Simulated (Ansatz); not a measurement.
Geometry optimisation, UHF/def2-SVP (Ansatz 0.2.0).

Input:

```yaml
crystal:
  periodic: [false, false, false]
  atoms:
    - { symbol: Al, position_ang: [0.0, 0.0, 0.0] }
    - { symbol: F, position_ang: [0.0, 0.0, 1.94] }
    - { symbol: H, position_ang: [1.351, 0.0, -0.78] }
    - { symbol: Cl, position_ang: [-1.9312, 0.0, -1.115] }
    - { symbol: Cl, position_ang: [0.0, 0.0, 3.74] }
magnetization:
  spin_polarized: true
  initial_magnetization: 1
basis:
  gaussian: { orbitals: def2-SVP }
hamiltonian:
  xc: hf
relax:
  f_tol: 0.15
  max_steps: 25
  restrain:
    - { distance: [1, 4], at: 1.5, k: 30.0 }
    - { distance: [0, 1], at: 2.89, k: 30.0 }
```

Run as:

```bash
$ ansatz run input.yaml --threads 1 --pin off --max-ram 2048MiB --backend cpu --events-out ev --progress --plain --runs-dir out
```

Problem. Where does it end, and by what steps?

Solution. The run converged. The restraints hold the end off the free minimum; the threshold counts their pulls, which the force column leaves out. Restrained pairs: F2–Cl5 (1.80 → 1.57 Å), Al1–F2 (1.94 → 2.90 Å). After 8 steps the energy has risen by 2.108 eV (the restraints' own energy left out); F2 moved furthest, 0.64 Å. The start is strongly strained (largest force component 12 eV/Å), so its close contacts needn't be bonds.

```json
{"step": "0", "energy less start (eV)": "0.0000", "largest force component (eV/Å)": "11.908", "accepted": "yes"}
{"step": "1", "energy less start (eV)": "1.4115", "largest force component (eV/Å)": "11.027", "accepted": "yes"}
{"step": "2", "energy less start (eV)": "2.5622", "largest force component (eV/Å)": "2.676", "accepted": "yes"}
{"step": "3", "energy less start (eV)": "2.9511", "largest force component (eV/Å)": "6.256", "accepted": "yes"}
{"step": "4", "energy less start (eV)": "2.1848", "largest force component (eV/Å)": "1.312", "accepted": "yes"}
{"step": "5", "energy less start (eV)": "2.1354", "largest force component (eV/Å)": "1.909", "accepted": "yes"}
{"step": "6", "energy less start (eV)": "2.1397", "largest force component (eV/Å)": "2.395", "accepted": "yes"}
{"step": "7", "energy less start (eV)": "2.1157", "largest force component (eV/Å)": "2.227", "accepted": "yes"}
{"step": "8", "energy less start (eV)": "2.1076", "largest force component (eV/Å)": "2.149", "accepted": "yes"}
```

```xyz
5
Properties=species:S:1:pos:R:3
Al -0.010 0.000 -0.322
F 0.006 0.000 2.582
H 1.295 0.000 -1.234
Cl -1.853 0.000 -1.394
Cl -0.018 0.000 4.154
```

Run time: 16 s on 1 thread of Arm Neoverse V1 (shared host), peak memory 0.16 GiB.
